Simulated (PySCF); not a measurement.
Vertical excitations of a molecule C2H5ClOSi2 from PySCF with TDA-PBE/def2-SVPD, as energy in eV (oscillator strength): 4.44 (0.001), 5.26 (0.001), 5.40 (0.022), 5.61 (0.010), 5.81 (0.001), 5.86 (0.009), 5.98 (0.001), 6.15 (0.026), 6.22 (0.037), 6.26 (0.104). Lowest triplet (TDA): 3.90 eV. Geometry optimised at B3LYP-D3(BJ)/def2-SVP. One conformer was computed; it need not be the lowest.

**Question.** Pick the molecule that these values belong to.
A) C#C[Si@H](Cl)O[SiH3]
B) O[Si@H](Cl)C#C[SiH3]
C) O[Si@H]1C=C(Cl)[SiH2]1
D) O[Si@@H]1[SiH2]C=C1Cl

**Answer.** D, O[Si@@H]1[SiH2]C=C1Cl
